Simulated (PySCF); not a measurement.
# One molecule, a ladder of functionals, a line

Molecule: SMILES CN1C[SiH2]C1, C$_{3}$H$_{9}$NSi.

Geometry (Å), atoms numbered from 1 in this order:
```xyz
14

C    -1.672    0.463   -0.073
N    -0.311    0.204   -0.443
C     0.200   -1.155   -0.255
Si    1.928   -0.369   -0.216
C     0.729    1.063    0.127
H    -2.348   -0.209   -0.624
H    -1.861    0.320    1.016
H    -1.944    1.499   -0.331
H    -0.082   -1.604    0.725
H    -0.092   -1.858   -1.053
H     2.628   -0.307   -1.532
H     2.893   -0.784    0.847
H     0.598    1.256    1.216
H     0.838    2.033   -0.386
```

GIAO shieldings (ppm, equivalent atoms averaged) in PySCF 2.14.0 with density-fitted response routines on the PBE0-D3(BJ)/def2-SVP geometry, basis pcSseg-1, gas phase, non-relativistic:

```csv
functional,exact exchange (%),σ(C1),σ(C3/C5),σ(N2),σ(Si4)
BLYP,0,123.7,126.9,208.5,373.8
BP86,0,128.6,132.0,216.6,381.5
PBE,0,129.2,132.7,216.5,383.7
B3LYP,20,128.9,132.5,218.7,384.4
PBE0,25,135.0,139.1,228.0,396.3
mPW1PW91,25,134.3,138.2,227.1,393.7
HF,100,145.4,151.0,248.5,431.1
```

Task: Fit each shielding as a line in the percentage of exact exchange.

Result: σ(C1) = 127.7 + 0.18 x (rms 2.3 ppm); σ(C3/C5) = 131.0 + 0.21 x (rms 2.4 ppm); σ(N2) = 215.0 + 0.35 x (rms 3.6 ppm); σ(Si4) = 379.5 + 0.52 x (rms 3.8 ppm). The functionals also differ in their semilocal parts, which the line can't hold; Hartree–Fock has no correlation at all.

Task: What does the line predict for BHandHLYP (50 %), and what does the run give?

Result: σ(C1): 136.7 predicted, 135.4 computed; σ(C3/C5): 141.5 predicted, 139.7 computed; σ(N2): 232.5 predicted, 230.9 computed; σ(Si4): 405.5 predicted, 400.8 computed ppm.
